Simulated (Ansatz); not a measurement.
Ideal-gas functions of Cl₃FTi, SMILES `[F][Ti]([Cl])([Cl])[Cl]` at 600 K and 1 bar, from an Ansatz frequency run at PBE0-D4/def2-TZVP.

Molar mass 173.22 g/mol, point group C3v (symmetry number 3), electronic degeneracy 1, moments of inertia 322.813, 322.822, 444.335 u Å². Harmonic wavenumbers (cm⁻¹, unscaled): 121, 121, 142, 176, 176, 421, 516, 516, 790.

Use S(trans) = R[1.5 ln M + 2.5 ln T − 1.1517]; rotational temperatures θ = 24.2544 K / I; S(rot) = R[ln(√π/σ · √(T³/θAθBθC)) + 1.5]; for each mode x = 1.438777 ν̃/T, S = R[x/(eˣ − 1) − ln(1 − e⁻ˣ)] and H = RT x/(eˣ − 1); 1 cm⁻¹ = 0.0119627 kJ/mol; R = 8.31446 J/(mol·K).

By hand: the entropy, in J/(mol·K).

Translation 187.7. Rotation: θ = 0.0751, 0.0751, 0.0546 K, giving 121.5. Vibration, mode by mode: 18.63, 18.63, 17.31, 15.55, 15.55, 8.58, 7.05, 7.05, 4.14, in all 112.5. Electronic 0.0. Sum 421.7 J/(mol·K).

By hand: H − E and G − E in kJ/mol, counted from the electronic energy.

Zero-point energy ½ × 2979 × 0.0119627 = 17.8; thermal vibration 30.4; translation, rotation and pV give 4 RT = 20.0. H − E = 68.2 kJ/mol, and G − E = 68.2 − 600 × 421.7/1000 = -184.8 kJ/mol.

Vibration gives 27 % of the entropy, 54.6 J/(mol·K) of it from the modes under 150 cm⁻¹: soft modes count most, and the harmonic formula is weakest for them.
